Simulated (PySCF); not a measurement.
# Removing an electron from `CC(C)[AsH]BP`

Compound: C₃H₁₁AsBP.
Structure used (PBE0-D3(BJ)/def2-SVP), in Å, numbered top down from 1:
```
atom  x, y, z in Å
C1    -0.8074   -0.6096    1.3906
C2    -0.9825   -0.0555   -0.0171
C3    -2.3796   -0.3159   -0.5588
As4    0.3759   -0.8910   -1.2219
B5     1.8829    0.4132   -1.2615
P6     2.2723    1.6610    0.0774
H7    -1.5253   -0.1385    2.0828
H8    -0.9830   -1.6973    1.4132
H9     0.2027   -0.4306    1.7892
H10   -0.7936    1.0300   -0.0083
H11   -2.5264    0.1316   -1.5532
H12   -3.1397    0.1116    0.1168
H13   -2.5825   -1.3965   -0.6420
H14   -0.2187   -0.5015   -2.5667
H15    2.5639    0.4471   -2.2593
H16    3.6900    1.6393    0.1660
H17    1.9572    1.0079    1.2977
```

Level: PBE0/def2-SVPD (PySCF). Frontier orbitals with their largest atomic shares (Löwdin; up to four atoms above 4 %):

| orbital | ε (eV) | main atoms |
| --- | --- | --- |
| HOMO−3 | -9.41 | As4 30 %, H14 20 %, B5 15 %, P6 14 % |
| HOMO−2 | -8.23 | As4 23 %, C2 20 %, B5 17 %, C3 8 % |
| HOMO−1 | -7.39 | P6 59 %, B5 20 %, H17 6 %, H16 6 % |
| HOMO | -6.84 | ? |
| LUMO | -1.74 | B5 45 %, P6 20 %, As4 14 %, H15 7 % |
| LUMO+1 | 0.13 | B5 20 %, As4 18 %, P6 11 %, H14 10 % |
| LUMO+2 | 0.55 | P6 39 %, H17 12 %, As4 11 %, B5 11 % |

Task: What vertical ionisation energy does ΔSCF give, and how far is −ε(HOMO) from it?

Result: ΔSCF: 8.63 eV (833 kJ/mol; threshold wavelength 144 nm); ⟨S²⟩ of the doublet left behind is 0.756, against 0.75 for a pure doublet. −ε(HOMO) is 6.84 eV, 1.79 eV below it. For the exact functional −ε(HOMO) would equal the first vertical ionisation energy; PBE0 (global hybrid, 25 % exact exchange) falls short of its own ΔSCF value by 21 %. Holes in the HOMO−1 and HOMO−2 were tried too where these lie within 1.2 eV of the HOMO; the lowest converged state counts.

Task: On which atoms does the HOMO lie?

Result: As4 (arsenic bonded to B, C and H) 57 %, B5 (three-coordinate boron) 14 %, C2 (sp3 CH carbon) 11 %, H14 (hydrogen on arsenic) 5 %, so more than half of it is on one atom. The HOMO−1 lies 0.55 eV lower.

Task: And the vertical electron affinity, the fundamental gap, Mulliken's electronegativity and the hardness (with the factor ½)?

Result: EA = 0.21 eV by ΔSCF (−ε(LUMO) = 1.74 eV). IE − EA = 8.42 eV against an orbital gap of 5.10 eV; (IE + EA)/2 = 4.42 eV; (IE − EA)/2 = 4.21 eV.

Task: With α = 116.8 au, estimate the like-pair dispersion coefficient by London's formula C6 = (3/4)α²I.

Result: I = 0.3173 Eh, so C6 ≈ 3250 au, a rough estimate.

Task: What total energies stand behind the ΔSCF value?

Result: E(N) = -2721.94194 Eh and E(N − 1) = -2721.62468 Eh at the same geometry, 0.31726 Eh apart. With one more electron, E(N + 1) = -2721.94949 Eh.

Isolated species at its PBE0-D3(BJ)/def2-SVP geometry (one conformer only). The calculation is non-relativistic, for arsenic too.
